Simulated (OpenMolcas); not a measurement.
Nb3+ among 3 point charges of -2.5 e arranged as a planar triangle (D3h), 2.07 Å from the ion.
```
   2.0700    0.0000    0.0000  -2.50
  -1.0350    1.7927    0.0000  -2.50
  -1.0350   -1.7927    0.0000  -2.50
```

```
Program             : OpenMolcas 26.06
Method              : SS-CASPT2, IPEA 0.25 Eh, imaginary shift 0.1 Eh (closed shells correlated: 4s 4p)
Basis               : ANO-RCC-VDZP [6s5p3d1f]
Scalar Hamiltonian  : DKH2, point nucleus
Active space        : 2 electrons in 5 orbitals (4d)
State averaging     : 2S+1 = 3 even, 10 roots; 2S+1 = 1 even, 15 roots
Spin-orbit coupling : state interaction with AMFI integrals over the reference wave functions
```

(1) What is the spin-free ground state (labels of D3, the rotations of D3h)?

(2) Where is the first state of the same spin?

(3) What are the lowest two levels with spin-orbit coupling?

(4) What is χT at 300 K?

## Answers

(1) 1A1, 1-fold in its orbital part, 62 % from free-ion G terms; d2 allows 2S+1 = 3, so this is a state of lower spin.

(2) 1E at 7340 cm-1 above the ground state.

(3) A 1-fold level A1, then a 1-fold level A2 810 cm-1 above it. Their leading multiplicities are 1 (55 %) and 3 (100 %).

(4) 0.18 cm3 K/mol.

Roots that are degenerate in the reference are averaged as groups; the widest CASPT2 spread within a group is 160 cm-1 (the 2-fold group of multiplicity 3 near 15800 cm-1 above the lowest state of its run). Shifts and gaps below about the spread of the groups concerned are not significant. Spin-orbit coupling mixes the spin-free states strongly: the lowest level takes only 55 % from its leading state, 1A1. Free-ion shares, where given, are those of the reference states; single-state CASPT2 does not remix them. This is an electrostatic model: the charges have no orbitals. No measured value stands beside these numbers.
